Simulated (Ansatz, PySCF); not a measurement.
Reaction (SMILES): Cl atom → [Cl-] (an electron is taken up)


Property: adiabatic electron affinity (electronic energy difference), positive where the reaction releases energy, in eV. Valence correlation only, unless marked. UHF or UKS for open shells. Spin-orbit coupling is left out. Non-relativistic. Anions need diffuse functions: aug- sets have them; def2-D sets add few; the other sets have none. CBS(X,Y): correlation extrapolated as X^-3; Hartree-Fock from the larger set.

CCSD(T)/CBS(aug-cc-pV(T+d)Z,aug-cc-pV(Q+d)Z) (Ansatz, a program for electronic structure) gives 3.69 eV.

Problem. Another calculation gave 2.39 eV. Which level was it?
(A) SVWN5/def2-TZVPD (Ansatz)
(B) r2SCANh/def2-TZVPD (Ansatz)
(C) HF/def2-TZVPD (PySCF)
(D) BP86/def2-TZVPD (PySCF)

Solution. C, HF/def2-TZVPD (PySCF). The others give 3.59 (r2SCANh), 3.79 (BP86), 3.94 (SVWN5) eV.
